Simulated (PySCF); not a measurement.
# Ionisation energy of Te+ by level of theory

Te+ [Kr] 4d10 5s2 5p3 (4S) → Te(2+) [Kr] 4d10 5s2 5p2 (3P), as a difference of total energies. All numbers are calculated (PySCF 2.14, scalar relativity through the core potential, in aug-cc-pVDZ-PP with ECP28MDF (5s4p3d, 32 functions)). Correlated levels: valence: 4s2 4p6 4d10 frozen. The calculations carry no spin-orbit coupling.

```
           method  ionisation energy (eV)
              UHF                  18.353
             PBE0                  18.859
           M06-2X                  18.786
    MP2 (valence)                  18.659
SCS-MP2 (valence)                  18.554
   CCSD (valence)                  18.625
CCSD(T) (valence)                  18.630
```

Q: How much does correlation contribute at CCSD(T) (valence)?

A: 18.630 − (18.353) = 0.277 eV, measured against UHF.

The reference lies between the lowest fine-structure levels, while these numbers refer to the centres of the terms.

Errors of the correlated levels include the incompleteness of this basis and the frozen core.

For comparison: 18.6 ± 0.4 eV (measured; NIST Atomic Spectra Database, ionization energies).
